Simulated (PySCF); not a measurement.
**Dipole moment and polarisability of `FC(F)C(F)(F)C(F)(F)F`**

Compound: C3HF7.
Atom-mapped SMILES: `[F:1][CH:2]([F:3])[C:4]([F:5])([F:6])[C:7]([F:8])([F:9])[F:10]` (hydrogens: H11 on C2)

Structure used (GFN2-xTB), in Å, numbered top down from 1:
```xyz
11
C3HF7 angstrom
F      1.2948    0.4023   -1.4867
C      1.3066    0.2995   -0.1507
F      1.2752    1.5386    0.3577
C      0.0754   -0.5080    0.3341
F      0.1748   -1.7706   -0.1268
F      0.1044   -0.5810    1.6792
C     -1.2995    0.0767   -0.1033
F     -1.4634    1.3104    0.3606
F     -1.4069    0.1128   -1.4266
F     -2.2892   -0.6742    0.3680
H      2.2332   -0.2039    0.1686
```

Level: B3LYP/def2-SVPD (PySCF), static field, nuclei fixed, core orbitals frozen in the response. The polarisability tensor in these axes (au):

```
x   45.63  0.62 -0.29
y    0.62 43.67  0.03
z   -0.29  0.03 43.66
```

What are the eigenvalues, a third of the trace, and Δα (Δα² = ½Σ(αi − αj)² over the three pairs)?

Principal values 43.43, 43.69 and 45.85 au; mean 44.32 au = 6.57 Å³ = 7.31 × 10⁻⁴⁰ C²·m²/J; Δα = 2.30 au (5 % of the mean).

What is the dipole moment, and where does it point?

(1.49, -0.51, 0.33) D, 1.61 D in size, pointing from the negative to the positive side. Measured along this direction, the outermost atoms are F10 at the negative end and H11 at the positive end.

Rayleigh depolarisation ratio (linearly polarised light, static tensor)?

ρ = 3Δα²/(45ᾱ² + 4Δα²) = 15.9/(88395 + 21.2) = 0.00018.

Find the Langevin capture rate constant for NO+ (29.998 u) meeting this molecule (169.997 u), k = 2.342 × 10⁻⁹ cm³/s × √(α in Å³ / reduced mass in u).

The reduced mass is 25.50 u, so k = 1.19 × 10⁻⁹ cm³/s. The formula leaves out the permanent dipole, which adds to the capture rate.

In a dilute gas of rigid molecules at 500 K, how does the orientational term μ²/3kT compare with the electronic polarisability?

In Gaussian units μ²/3kT = 12.50 Å³ against 6.57 Å³, a ratio of 1.90; the Debye molar polarisation (4π/3)N_A(α + μ²/3kT) is 48.1 cm³/mol, leaving out the vibrational part.

Geometry: GFN2-xTB, one conformer, isolated molecule.
